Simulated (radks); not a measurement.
The numbers below are computed, except where a source is named.
The iridium ion Ir+, configuration [Xe] 4f14 5d7 6s1. Code: a radial shooting solver on a logarithmic mesh with Libxc functionals. Model: scalar-relativistic Kohn-Sham, PBE, spin-polarised, spherical densities, finite nucleus; open shells are filled with parallel spins first (spin-orbit coupling, left out, can overturn this in heavy ions); Fermi nuclear charge, rms radius 5.4032 fm.

Normalised radial functions P(r) = r R(r), r in bohr:

r         4f down
0.002548   0.0000
0.002966   0.0000
0.003453   0.0000
0.00402    0.0000
0.004679   0.0000
0.005448   0.0000
0.006342   0.0000
0.007324   0.0000
0.008527   0.0001
0.009926   0.0001
0.01156    0.0002
0.01345    0.0003
0.01566    0.0006
0.01823    0.0010
0.02123    0.0017
0.02471    0.0029
0.02877    0.0050
0.03349    0.0083
0.03867    0.0134
0.04502    0.0219
0.05241    0.0353
0.06102    0.0558
0.07104    0.0867
0.0827     0.1317
0.09627    0.1954
0.1121     0.2821
0.1305     0.3954
0.1519     0.5362
0.1754     0.6919
0.2042     0.8716
0.2377     1.0523
0.2768     1.2141
0.3222     1.3350
0.3751     1.3952
0.4367     1.3834
0.5084     1.3006
0.5918     1.1587
0.689      0.9771
0.8021     0.7786
0.9263     0.5942
1.078      0.4195
1.255      0.2762
1.461      0.1685
1.701      0.0947
1.981      0.0486
2.306      0.0226
2.684      0.0093
3.125      0.0034
3.638      0.0010
4.201      0.0003
4.891      0.0001
5.694      0.0000
6.629      0.0000
7.717      0.0000
8.984      0.0000

4f down: eigenvalue -70.136 eV, 0 radial nodes, <r> = 0.534 bohr, 90 % of the charge inside 0.867 bohr.
